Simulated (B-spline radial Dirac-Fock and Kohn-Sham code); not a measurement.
Method: Dirac-Fock orbitals of the configuration average with a finite nucleus. Computed with a radial finite-basis atomic code.

Question: This computed X-ray form factor belongs to an atom or ion in its tabulated ground configuration. Which?

```tsv
sin θ/λ (Å⁻¹)	f₀
0.07	13.971
0.11	13.928
0.14	13.884
0.27	13.580
0.66	11.822
2.01	6.058
2.51	4.951
4.88	1.809
7.6	1.090
```

Answer: Mo²⁸⁺, with 14 electrons in [Ne] 3s2 3p2. f₀ tends to the number of electrons as s goes to zero, which the first rows give only roughly, and the rate of fall reflects the nuclear charge, 42.
